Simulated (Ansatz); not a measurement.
Computed with Ansatz on PBE0-D4/def2-TZVP structures; ΔE is electronic, products minus reactants. CCSD(T)/CBS adds triple-zeta CCSD(T) − MP2 to the extrapolated MP2 energy (def2 sets, frozen cores). This one scheme is used for every species. DFT in def2-TZVPP. Each species was taken in one conformer, which may not be the lowest.

Reaction (silylene formation by 1,1-elimination): `S=C[SiH2]S` → `S=CS` + `[SiH2]`

CCSD(T)/CBS gives +71.9 kcal/mol.

(1) Another level gave +66.8 kcal/mol. Which?
A. CAM-B3LYP/def2-TZVPP
B. revPBE-D4/def2-TZVPP
C. MP2/def2-TZVPP
D. LDA (SPW92)/def2-TZVPP

Largest T1 diagnostic among the species: 0.018.

## Answers

(1) B. revPBE-D4 66.8, MP2/def2-TZVPP 74.0, CAM-B3LYP 68.6, LDA (SPW92) 72.8 kcal/mol.

From PBE to PBE0 (25 % exact exchange), in def2-TZVPP and without D4, ΔE moves by +3.9 kcal/mol. The D4 term adds +3.2 kcal/mol with B3LYP and +1.8 kcal/mol with PBE0; it sums over pairs of atoms, weighted by their polarisabilities, and B3LYP, whose exchange is more repulsive, gets the larger term.

B3LYP here is the variant with VWN-RPA as its local correlation; programs differ in this.
